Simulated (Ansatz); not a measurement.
C₄H₈OSi, SMILES C#C[SiH2]CCO.

Coordinates come from a r2SCAN-D4/def2-SVP optimisation. The structure was generated by enumeration, and PubChem lists no compound with its InChIKey, so it may never have been made. One conformer was computed; it need not be the lowest.

Two levels are set side by side: PBE/def2-SVPD (Ansatz, a program for electronic structure) and PBE0/def2-SVPD (Ansatz). Energy differences of separate SCF runs at the same geometry; the states with an electron removed or added have multiplicity 2 and 2. Differences are taken from unrounded values.

| quantity | PBE0 |
|---|---|
| vertical ionisation energy (eV) | 9.76 |
| vertical singlet–triplet gap (eV) | 5.01 |

Problem. What does PBE give, and how far is it from PBE0? (An estimate is asked for; the answer gives what the named calculation found.)

Solution. 
```csv
quantity,PBE,PBE minus PBE0
vertical ionisation energy (eV),9.25,-0.51
vertical singlet–triplet gap (eV),5.06,0.05
```
